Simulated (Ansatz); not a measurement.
`[Cl][Hf]([Cl])([Cl])[Br]`, relaxed with RKS PBE0-D4/def2-TZVP in the Gaussian-basis code of Ansatz from a PBE-D4/def2-SVP geometry. The force threshold is 0.005 eV/Å; the program also tests the step.

Total charge 0; spin multiplicity 1. Hf takes the def2 core potential.

Start:

```xyz
5

Cl    1.028   -0.585   -2.029
Hf    0.034    0.006    0.002
Cl    0.924   -1.299    1.724
Cl    0.428    2.266    0.444
Br   -2.415   -0.388   -0.140
```

(1) By how much does the energy fall, and how many steps does the optimiser take? (Estimate.)

(2) Which bonds change most? (Best estimate.)

(3) Give the relaxed structure. (An estimate is asked.)

Answers

(1) Ansatz gave: 1.22 kJ/mol, in 4 steps.

(2) The calculation gave: Cl1–Hf2 from 2.337 to 2.316 Å; Hf2–Cl3 from 2.337 to 2.316 Å; Hf2–Cl4 from 2.336 to 2.316 Å; Hf2–Br5 from 2.485 to 2.473 Å.

(3) Ansatz gave: 
```xyz
5

Cl    1.026   -0.577   -2.006
Hf    0.028    0.005    0.002
Cl    0.924   -1.284    1.705
Cl    0.432    2.243    0.439
Br   -2.410   -0.386   -0.140
```
